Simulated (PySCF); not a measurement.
## Spin states of BSe

Unrestricted PBE0; B def2-TZVPP, Se def2-TZVPP; no relativity (PySCF 2.14). Outer shells of the fragments: B 2s2 2p1; Se 3d10 4s2 4p4.

Followed along the bond (rough minima from three points):

```
2Ms+1   unpaired  ⟨S²⟩ at the start  R at minimum (Å)  Te (eV)
    2        σ ↑               0.78              1.74     0.00
    2        π ↑               0.75              1.98     1.67
    4  σ ↑, π ↑↑               3.76              1.94     3.12
```

Solutions found at the starting distance of 1.930 Å, counted from the lowest of them; the search is not exhaustive and high or unbound solutions are not listed, so other states can lie among these:

```json
{"2Ms+1": "2", "unpaired": "σ ↑", "term": "²Σ⁺", "E (eV)": "0.00", "⟨S²⟩": "0.78", "⟨Lz²⟩": "0.00", "μ (D)": "-0.96"}
{"2Ms+1": "2", "unpaired": "π ↑", "term": "²Π", "E (eV)": "1.23", "⟨S²⟩": "0.75", "⟨Lz²⟩": "1.01", "μ (D)": "2.03"}
{"2Ms+1": "4", "unpaired": "σ ↑, π ↑↑", "term": "mixed", "E (eV)": "2.66", "⟨S²⟩": "3.76", "⟨Lz²⟩": "2.01", "μ (D)": "0.62"}
{"2Ms+1": "4", "unpaired": "σ ↑, π ↑↑", "term": "mixed", "E (eV)": "3.05", "⟨S²⟩": "3.75", "⟨Lz²⟩": "2.01", "μ (D)": "0.39"}
{"2Ms+1": "2", "unpaired": "σ ↑, π ↑↓", "term": "mixed", "E (eV)": "3.20", "⟨S²⟩": "1.76", "⟨Lz²⟩": "2.01", "μ (D)": "0.28"}
{"2Ms+1": "2", "unpaired": "σ ↑, π ↑↓", "term": "mixed", "E (eV)": "3.77", "⟨S²⟩": "1.76", "⟨Lz²⟩": "2.02", "μ (D)": "0.83"}
{"2Ms+1": "2", "unpaired": "π ↑", "term": "²Π", "E (eV)": "3.90", "⟨S²⟩": "0.91", "⟨Lz²⟩": "1.01", "μ (D)": "-1.60"}
{"2Ms+1": "4", "unpaired": "π ↑↑↑", "term": "⁴Π", "E (eV)": "5.54", "⟨S²⟩": "3.77", "⟨Lz²⟩": "1.01", "μ (D)": "4.97"}
{"2Ms+1": "4", "unpaired": "σ ↑↑, π ↑", "term": "⁴Π", "E (eV)": "5.98", "⟨S²⟩": "3.79", "⟨Lz²⟩": "1.00", "μ (D)": "0.32"}
{"2Ms+1": "4", "unpaired": "σ ↑↑, π ↑", "term": "⁴Π", "E (eV)": "7.13", "⟨S²⟩": "3.76", "⟨Lz²⟩": "1.02", "μ (D)": "-1.62"}
```

A term symbol is given only where ⟨S²⟩ and ⟨Lz²⟩ are close to those of a pure state; real π, δ and φ orbitals otherwise mix terms. A positive dipole means B(−)Se(+).

Task: Compare the gap between the two lowest followed solutions at the starting distance with the gap between their minima.

Result: At PBE0 the second solution (doublet, unpaired electrons π ↑) lies +1.23 eV from the first (doublet, unpaired electrons σ ↑) at 1.930 Å and +1.67 eV at the minima; the two curves relax by different amounts, since their minima lie near 1.98 and 1.74 Å.

Spin–orbit coupling is left out. Counting both spins, an empty level lies below a filled one in some of these solutions, because spin and occupation are held.
